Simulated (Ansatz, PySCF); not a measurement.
CH5FOSi, SMILES C[Si@H](O)F. Atoms are numbered in the order given.

```xyz
9

C     -1.3404    -0.4955     0.9124
Si    -0.1069     0.1328    -0.3352
O      1.0470    -0.9902    -0.7232
F      0.6109     1.4400     0.3269
H     -0.8449    -0.7710     1.8581
H     -1.8688    -1.3838     0.5304
H     -2.0909     0.2781     1.1422
H     -0.7136     0.5457    -1.6188
H      1.5290    -1.4119    -0.0022
```

Geometry: B3LYP-D3(BJ)/def2-SVP. The structure was generated by enumeration; whether it is a known compound was not checked. One conformer was computed; it need not be the lowest.

Two levels are set side by side: PBE-D3(BJ)/def2-SVP (Ansatz, a quantum-chemistry and plane-wave program) and B3LYP-D3(BJ)/def2-SVP (Ansatz). Each level has its own optimised geometry; the coordinates shown are those of the second. Frequencies come from the Hessian of PySCF at each geometry. Differences are taken from unrounded values.

```tsv
quantity	B3LYP-D3(BJ)
mean bond length (Å)	1.363
bond C1–Si2 (Å)	1.864
bond Si2–O3 (Å)	1.656
bond Si2–F4 (Å)	1.632
bond C1–H5 (Å)	1.103
bond C1–H6 (Å)	1.102
bond C1–H7 (Å)	1.102
bond Si2–H8 (Å)	1.479
bond O3–H9 (Å)	0.964
highest harmonic wavenumber (cm⁻¹)	3876
mean harmonic wavenumber (cm⁻¹)	1304
zero-point energy (kcal/mol)	39.16
```

Question: What does PBE-D3(BJ) give, and how far is it from B3LYP-D3(BJ)? (An estimate is asked for; the answer gives what the named calculation found.)

Answer: 
| quantity | PBE-D3(BJ) | PBE-D3(BJ) minus B3LYP-D3(BJ) |
|---|---|---|
| mean bond length (Å) | 1.372 | 0.009 |
| bond C1–Si2 (Å) | 1.870 | 0.006 |
| bond Si2–O3 (Å) | 1.670 | 0.013 |
| bond Si2–F4 (Å) | 1.643 | 0.012 |
| bond C1–H5 (Å) | 1.110 | 0.007 |
| bond C1–H6 (Å) | 1.109 | 0.007 |
| bond C1–H7 (Å) | 1.109 | 0.007 |
| bond Si2–H8 (Å) | 1.493 | 0.014 |
| bond O3–H9 (Å) | 0.973 | 0.009 |
| highest harmonic wavenumber (cm⁻¹) | 3767 | -109 |
| mean harmonic wavenumber (cm⁻¹) | 1271 | -33 |
| zero-point energy (kcal/mol) | 38.16 | -0.99 |

GGA bonds tend to be longer and softer than those of functionals with exact exchange. Differences between two approximate levels are no errors against the true value.
